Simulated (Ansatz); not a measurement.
AlSi₄⁺, relaxed as a singlet with RKS PBE-D4/def2-SVP in Ansatz, starting from the GFN1-xTB geometry. Force threshold 0.02 eV/Å.

The restricted singlet is unstable towards broken spin symmetry in Hartree–Fock (as tested in another run); at PBE-D4/def2-SVP this wasn't settled. Another isomer (singlet) lies 0.03 eV lower at PBE-D4/def2-SVP; other spin states weren't run for this one.

Start:

```csv
atom,x (Å),y (Å),z (Å)
Al1,1.2541,1.6160,1.7617
Si2,0.8868,-0.5491,0.1217
Si3,-0.2647,1.5681,-0.3975
Si4,-1.1109,-0.3557,-1.3909
Si5,-0.7653,-2.2794,-0.0950
```

```tsv
step	energy (eV)	largest force component (eV/Å)	SCF passes
1	-38066.7359	0.900	23
2	-38066.8626	0.367	23
3	-38066.9095	0.137	21
4 (rejected)	-38066.9019	0.293	27
5	-38066.9218	0.040	22
6	-38066.9275	0.045	22
7	-38066.9308	0.089	21
8	-38066.9327	0.042	21
9	-38066.9331	0.010	22
```

Force components are those of the run's own axes.

End:

```csv
atom,x (Å),y (Å),z (Å)
Al1,1.274,1.836,1.838
Si2,0.681,-0.592,0.252
Si3,-0.012,1.515,-0.575
Si4,-1.300,-0.296,-1.121
Si5,-0.644,-2.463,-0.393
```

By distances, no bond broke or formed. The bond that changes most is Al1–Si2, from 2.74 to 2.96 Å (atoms count from 1).

No frequencies were taken in this run, so the end may be a saddle point.

It took 6.5 s on 4 threads of Arm Neoverse V1 on a shared host.
